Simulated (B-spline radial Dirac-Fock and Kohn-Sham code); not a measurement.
## Binding energies of Ca²⁺ at several levels of theory

System: Ca²⁺ in the configuration [Ne] 3s2 3p6.

The density-functional columns are spherical, spin-unpolarised Dirac-Kohn-Sham results without Breit or QED terms: −ε is minus the orbital energy of the initial state and ΔSCF the difference of two total energies. The reference in the last column comes from relaxed Dirac-Fock hole states (ΔSCF) with Breit and QED corrections and a finite nucleus. All numbers are from a radial B-spline solver, in eV; a selection of levels is shown.

```
     level  LDA −ε  LDA ΔSCF  PBE −ε  PBE ΔSCF  Dirac-Fock
    K (1s)  3953.1    4071.1  3964.4    4082.9      4064.8
   L1 (2s)   428.6     451.4   429.8     452.4       466.8
L2 (2p1/2)   352.5     378.2   352.6     378.3       377.6
L3 (2p3/2)   348.8     374.4   348.9     374.4       374.0
   M1 (3s)   62.08     70.78   62.23     70.95       74.82
M2 (3p1/2)   43.39     51.61   43.32     51.54       50.16
M3 (3p3/2)   42.99     51.17   42.93     51.12       49.78
```

Q: Order the estimates of the K (1s) level by their distance from the Dirac-Fock value, nearest first.
A. PBE ΔSCF
B. LDA −ε
C. PBE −ε
D. LDA ΔSCF

A: D (6.3 eV), A (18.1 eV), C (100.5 eV), B (111.8 eV).

For the outermost level NIST gives 50.91316 eV (measured); the differences from it are LDA −ε -7.92, LDA ΔSCF +0.26, PBE −ε -7.99, PBE ΔSCF +0.20, Dirac-Fock -1.14 eV.

Values without a named source are computed, but for edge energies of neutral atoms, which are taken from tables.
